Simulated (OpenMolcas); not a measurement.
## OpenMolcas run: Ag4+

Ag4+ among 6 point charges of -1 e arranged as a tetragonal octahedron (D4h), 2.02 Å from the ion, with the axial distance 2.363 Å. With inversion symmetry the input lists one of each pair of outer charges.

Input:

```
&GATEWAY
Coord
1

Ag 0.0 0.0 0.0
Basis=ANO-RCC-VTZP
Group=XYZ
NoMove
AngMom=0.0 0.0 0.0
AMFI
XField
3 Angstrom 0
2.020000 0.000000 0.000000 -1.000000
0.000000 2.020000 0.000000 -1.000000
0.000000 0.000000 2.363400 -1.000000
&SEWARD
&RASSCF
FileOrb=start.orb
Symmetry=1
Spin=4
nActEl=7 0 0
Inactive=9 9
Ras2=5 0
CIRoot=10 10 1
SDav=10
CIMx=300
Iter=120 100
PrWF=0.3
OrbListing=Nothing
MaxOrb=0
>>> COPY $Project.JobIph JOB001
&RASSCF
FileOrb=start.orb
Symmetry=1
Spin=2
nActEl=7 0 0
Inactive=9 9
Ras2=5 0
CIRoot=40 40 1
SDav=40
CIMx=300
Iter=120 100
PrWF=0.3
OrbListing=Nothing
MaxOrb=0
>>> COPY $Project.JobIph JOB002
&RASSI
NrOfJobIphs=2 10 40
1 2 3 4 5 6 7 8 9 10
1 2 3 4 5 6 7 8 9 10 11 12 13 14 15 16 17 18 19 20 21 22 23 24 25 26 27
28 29 30 31 32 33 34 35 36 37 38 39 40
IphNames
JOB001
JOB002
EJob
SpinOrbit
DIPRint=1.0
SOCoupling=1000.0
Subsets=2
Property=9
'ANGMOM' 1 'ANGMOM' 2 'ANGMOM' 3 'MLTPL  1' 1 'MLTPL  1' 2 'MLTPL  1' 3
'AMFI' 1 'AMFI' 2 'AMFI' 3
SOProperty=3
'ANGMOM' 1 'ANGMOM' 2 'ANGMOM' 3
```

Launched by
```bash
OMP_NUM_THREADS=1 MOLCAS_MEM=1689 MOLCAS_PROJECT=a pymolcas a.inp > a.log  # once for each step of the input, in one work folder
```

A driver script runs the steps one by one and writes start.orb anew before each from the orbitals found so far.

Output, cut to the results:

```
--- SEWARD ---
Basis set label: AG.ANO-RCC...7S6P4D2F1G.

      Electronic valence basis set:
      ------------------
      Associated Effective Charge  47.000000 au
      Associated Actual Charge     47.000000 au
      Nuclear Model: Point charge

      Shell  nPrim  nBasis  Cartesian Spherical Contaminant
         s      21       7        X
         p      18       6        X
         d      13       4                 X
         f       6       2                 X
         g       4       1                 X
                  Relativistic Douglas-Kroll-Hess integrals:
                    - DKH order of Hamiltonian: 2
                    - DKH order of Properties : 0
                  Atomic mean-field integrals
--- RASSCF ---
Wave function specifications:
      -----------------------------

      Number of closed shell electrons          36
      Number of electrons in active shells       7
      Max number of holes in RAS1 space          0
      Max nr of electrons in RAS3 space          0
      Number of inactive orbitals               18
      Number of active orbitals                  5
      Number of secondary orbitals              45
      Spin quantum number                      1.5
      State symmetry                             1
Orbital specifications:
      -----------------------

      Symmetry species                           1   2
                                                ag  au
      Frozen orbitals                            0   0
      Inactive orbitals                          9   9
      Active orbitals                            5   0
      RAS1 orbitals                              0   0
      RAS2 orbitals                              5   0
      RAS3 orbitals                              0   0
      Secondary orbitals                        22  23
      Deleted orbitals                           0   0
      Number of basis functions                 36  32
      Number of CSFs                            10
      Number of root(s) required                10
      Iter CI   SX   CI       RASSCF       Energy    max ROT     max BLB   max BLB  Level Ln srch  Step   QN
          iter iter root      energy       change     param      element    value   shift minimum  type update
 Nr of preliminary CI iterations:   1
      Total energies have been shifted. Add                -5000.00 au
        1   1    9    0  -313.28435081    0.00E+00   1.74E-01*  14  22 1  6.63E-01*  0.00   0.00    SX    NO
        2   1   10    0  -313.83894103   -5.55E-01* -2.85E-02    9  15 2  2.07E-01*  0.00   0.00    SX    NO
        3   1    9    0  -313.87526153   -3.63E-02*  1.60E-02    8  27 1  5.67E-02*  0.00   0.00    SX    NO
        4   1    9    0  -313.87944847   -4.19E-03*  6.91E-03    9  15 2  3.14E-02*  0.00   0.00    SX    NO
        5   1    8    0  -313.88031802   -8.70E-04*  2.25E-03    7  13 2 -1.38E-02*  0.00   0.68    QN   YES
        6   1    6    0  -313.88055979   -2.42E-04*  3.71E-05   14  22 1  1.60E-04*  0.00   1.01    QN   YES
        7   1    4    0  -313.88055984   -4.66E-08*  9.60E-06    9  15 2  1.81E-05   0.00   1.04    QN   YES
        8   1    4    0  -313.88055984   -4.89E-10   2.49E-06    9  15 2  3.62E-06   0.00   1.20    QN   YES
      Convergence after  8 iterations
        9   1    4    0  -313.88055984   -2.55E-11   2.49E-06    9  17 1  2.65E-07   0.00   1.20    QN   YES
      Natural orbitals and occupation numbers for root  1
      sym 1:   1.121381   1.878619   1.000000   1.878619   1.121381
      Natural orbitals and occupation numbers for root  2
      sym 1:   1.979412   1.979412   1.020588   1.020588   1.000000
      Natural orbitals and occupation numbers for root  3
      sym 1:   1.979412   1.020588   1.020588   1.979412   1.000000
::    RASSCF root number  1 Total energy:  -5313.91069755
::    RASSCF root number  2 Total energy:  -5313.90826231
::    RASSCF root number  3 Total energy:  -5313.90826231
::    RASSCF root number  4 Total energy:  -5313.90317062
::    RASSCF root number  5 Total energy:  -5313.89990667
::    RASSCF root number  6 Total energy:  -5313.89990667
::    RASSCF root number  7 Total energy:  -5313.89262870
::    RASSCF root number  8 Total energy:  -5313.83195933
::    RASSCF root number  9 Total energy:  -5313.83195933
::    RASSCF root number 10 Total energy:  -5313.81884487
--- RASSCF ---
Wave function specifications:
      -----------------------------

      Number of closed shell electrons          36
...
--- RASSI ---
SPIN-FREE ENERGIES:
  (Shifted by EMIN (a.u.) =      -5313.9106975493)

 SF State       Relative EMIN(au)   Rel lowest level(eV)    D:o, cm**(-1)      L_eff

     1             0.0000000000        0.0000000000              0.0000         3.0
     2             0.0024352428        0.0662663328            534.4740         3.0
     3             0.0024352428        0.0662663328            534.4740         3.0
     4             0.0075269299        0.2048181960           1651.9702         3.0
     5             0.0107908807        0.2936348233           2368.3246         3.0
     6             0.0107908807        0.2936348233           2368.3246         3.0
     7             0.0180688458        0.4916783432           3965.6533         3.0
     8             0.0787382159        2.1425760052          17281.0409         1.0
     9             0.0787382159        2.1425760052          17281.0409         1.0
    11             0.0803132661        2.1854353037          17626.7245         4.0
    12             0.0838662976        2.2821182169          18406.5247         4.1
    13             0.0851143289        2.3160788781          18680.4360         4.0
    14             0.0851143289        2.3160788781          18680.4360         4.0
    15             0.0871041812        2.3702255179          19117.1581         4.0
    16             0.0871517907        2.3715210383          19127.6071         4.0
    17             0.0889314046        2.4199468010          19518.1872         4.1
    18             0.0889314046        2.4199468010          19518.1872         4.1
    19             0.0902725858        2.4564422003          19812.5425         4.0
    10             0.0918526746        2.4994386056          20159.3319         1.0
    20             0.1042499823        2.8367865356          22880.2264         4.4
    21             0.1042499823        2.8367865356          22880.2264         4.4
...
```

Spin-orbit levels above the lowest (labels of D4, the rotations of D4h):

```csv
E (cm-1),Degeneracy,Label,2S+1,g
0.0,2,E1/2,4,1.50 6.45 6.45
344.0,2,E3/2,4,2.77 4.07 4.07
1189,2,E1/2,4,1.80 1.80 10.12
1349,2,E3/2,4,3.49 3.49 4.93
1780,2,E1/2,4,1.83 1.83 6.85
4013,2,E3/2,4,1.23 2.67 2.67
4485,2,E1/2,4,0.13 4.13 4.13
4930,2,E3/2,4,2.48 3.87 3.87
4997,2,E1/2,4,0.76 0.76 7.15
6337,2,E3/2,4,0.42 0.82 0.82
6479,2,E1/2,4,2.54 2.94 2.94
7278,2,E3/2,4,1.99 3.02 3.02
8692,2,E1/2,4,0.56 0.56 2.02
9003,2,E3/2,4,0.13 1.58 1.58
18761,2,E1/2,4 (65 %),1.14 1.92 1.92
18914,2,E3/2,4 (85 %),0.72 0.72 3.80
19012,2,E3/2,4,0.61 0.61 7.72
19213,2,E1/2,2 (85 %),1.31 2.45 2.45
19865,2,E1/2,2,3.10 3.10 3.59
19909,2,E3/2,2,3.11 3.86 3.86
```

Spin-orbit coupling mixes the spin-free states strongly: the lowest level takes only 50 % from its leading state, 4A2. Without dynamic correlation the repulsion within the d shell is too large (B by tens of per cent), so at a given field states of lower spin stand too high. Point charges give a weaker field than real ligands, and real ions of this kind are as a rule low spin; the high spin found here belongs to the model. The ground term spreads over less than 5000 cm-1, several times less than with real ligands, so orbital moments are less quenched and χT lies further from the spin-only value than at real sites. This is an electrostatic model: the charges have no orbitals. No measured value stands beside these numbers.

The RASSCF and RASSI steps took 11 s on 1 thread of Arm Neoverse V1, with other jobs on the host; the integral step is not counted.
